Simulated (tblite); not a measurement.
Species: C₈H₁₅P.
Structure used (GFN2-xTB), in Å, numbered top down from 1:
```
atom  x, y, z in Å
C1    -2.453   -2.095   -0.265
C2    -1.460   -1.385   -0.770
C3    -1.052   -0.041   -0.270
C4    -0.784    1.007   -1.365
P5     0.776    1.629   -0.527
C6     0.002    2.846    0.639
C7     0.347    0.040    0.405
C8     1.309   -1.095    0.086
C9     2.665   -0.844    0.732
H10   -3.046   -1.735    0.560
H11   -2.715   -3.066   -0.650
H12   -0.884   -1.773   -1.600
H13   -1.815    0.315    0.428
H14   -1.571    1.744   -1.517
H15   -0.548    0.546   -2.326
H16    0.703    3.047    1.447
H17   -0.176    3.777    0.102
H18   -0.935    2.479    1.051
H19    0.289    0.167    1.490
H20    0.891   -2.040    0.447
H21    1.438   -1.175   -0.996
H22    3.063    0.111    0.392
H23    2.574   -0.813    1.816
H24    3.371   -1.628    0.468
```

Calculated harmonic vibrations of the isolated species, GFN2-xTB (tblite), most abundant isotopes, no scaling. This tight-binding method is rough: wavenumbers can miss measured ones by several per cent, in bad cases by 10 to 20. One conformer, not necessarily the lowest.

Harmonic wavenumbers (cm⁻¹): 52.3, 60.5, 110.1, 139.9, 164.0, 169.7, 227.2, 238.9, 275.4, 303.2, 374.9, 396.4, 418.0, 595.3, 670.4, 688.8, 712.0, 747.8, 793.3, 840.7, 849.0, 874.9, 896.7, 901.0, 947.1, 998.0, 1025.3, 1028.8, 1043.0, 1076.3, 1092.8, 1136.0, 1150.6, 1169.6, 1197.3, 1242.1, 1257.2, 1270.8, 1280.6, 1309.5, 1322.1, 1342.3, 1411.5, 1421.5, 1438.5, 1448.1, 1457.2, 1489.0, 1497.5, 1501.4, 1708.7, 2916.5, 2946.2, 2950.3, 2969.6, 2976.8, 2987.2, 3005.2, 3005.5, 3011.4, 3012.8, 3027.8, 3038.2, 3057.2, 3094.3, 3120.6.

A = 1618, B = 1119, C = 767.5 MHz; mass 142.091 u (most abundant isotopes); point group C1, symmetry number 1.

Q: What is the zero-point energy?

A: Half the sum of the wavenumbers: 45441 cm⁻¹ = 543.60 kJ/mol.

Q: Give the ideal-gas entropy at 350 K and 1 bar in the rigid-rotor, harmonic-oscillator model (classical rotation).

A: Translation 174.00, rotation 126.80, vibration 166.61: S = 467.4 J/(mol K).

Q: And Cp and H(350 K) − H(0)?

A: Cp = 210.97 J/(mol K), of which vibrations give 177.71 (their classical limit is 66 R = 548.8); H(350 K) − H(0) = 42.48 kJ/mol without the zero-point energy, 30.84 from vibrations.

Q: What must be added to the electronic energy to get the Gibbs energy at 350 K and 1 bar?

A: ZPE + [H(350 K) − H(0)] − T·S = 543.60 + 42.48 − 163.59 = 422.49 kJ/mol.

Q: How do the functions run with temperature in this model?

A: 
| T (K) | S (J/(mol K)) | Cp (J/(mol K)) | H − H(0) (kJ/mol) | G − H(0) (kJ/mol) | ln q(vib) |
| --- | --- | --- | --- | --- | --- |
| 50 | 249.7 | 57.4 | 2.13 | -10.36 | 0.52 |
| 100 | 299.0 | 87.0 | 5.77 | -24.13 | 1.86 |
| 298.15 | 435.9 | 183.2 | 32.26 | -97.70 | 7.87 |
| 373.15 | 481.3 | 223.1 | 47.50 | -132.10 | 10.14 |
| 500 | 555.3 | 283.2 | 79.75 | -197.88 | 14.00 |
| 750 | 687.5 | 368.5 | 162.00 | -353.62 | 21.48 |
| 1000 | 801.8 | 425.1 | 261.66 | -540.13 | 28.59 |

q(vib) and H(0) count from the zero-point level.

Hindered rotation and anharmonicity are outside this model. Other conformers, if any are populated, would add a mixing term that is left out. The structure is chiral; the term R ln 2 for an equal mix with its mirror image is left out.
